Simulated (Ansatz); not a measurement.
Gas-phase reaction in SMILES: SB(S)S -> [S]B(S)S + H atom (the H-S bond at the site shown breaks; other sites are not compared here)
Each molecule is optimised on its own at B3LYP-D3(BJ)/def2-TZVP (Ansatz, an electronic-structure program), one conformer each, not searched for the lowest.
Geometry of the first species:
SMILES: SB(S)S
```xyz
7

S      1.3678    -1.1528    -0.2197
B     -0.0061     0.0105    -0.0032
S     -1.2405    -0.3290     1.2730
S      0.0074     1.4315    -1.1243
H      1.0136    -2.0175     0.7458
H     -2.0310     0.7403     1.0851
H     -1.1078     2.0304    -0.6788
```

Property: bond dissociation energy (electronic energy difference), in eV. Valence correlation only, unless marked. UHF or UKS for open shells. Spin-orbit coupling is left out. Non-relativistic unless marked X2C. CBS(X,Y): correlation extrapolated as X^-3; Hartree-Fock from the larger set.

```
level                                                program  bond dissociation energy (eV)
--------------------------------------------  --------------  -----------------------------
B97M-V/def2-TZVPD                                     Ansatz                              …
PBE0/def2-TZVP                                        Ansatz                              …
r2SCANh-D4/def2-TZVPD                         Ansatz + dftd4                              …
HSE06-D4/def2-TZVPD                           Ansatz + dftd4                              …
LC-wPBE-D4/def2-TZVPD                         Ansatz + dftd4                           3.81
RPA@PBE/cc-pV(T+d)Z                                   Ansatz                           3.81
SCS-MP2/cc-pV(T+d)Z                                   Ansatz                           3.93
CCSD/6-31G*                                           Ansatz                           3.36
X2C-CCSD(T)/cc-pVTZ-DK                                Ansatz                           3.85
CCSD(T)/CBS(aug-cc-pV(T+d)Z,aug-cc-pV(Q+d)Z)          Ansatz                           3.97
```

Task: Some entries are withheld; supply them.

Result: 
- B97M-V/def2-TZVPD, bond dissociation energy (eV): 3.87
- PBE0/def2-TZVP, bond dissociation energy (eV): 3.77
- r2SCANh-D4/def2-TZVPD, bond dissociation energy (eV): 3.79
- HSE06-D4/def2-TZVPD, bond dissociation energy (eV): 3.80
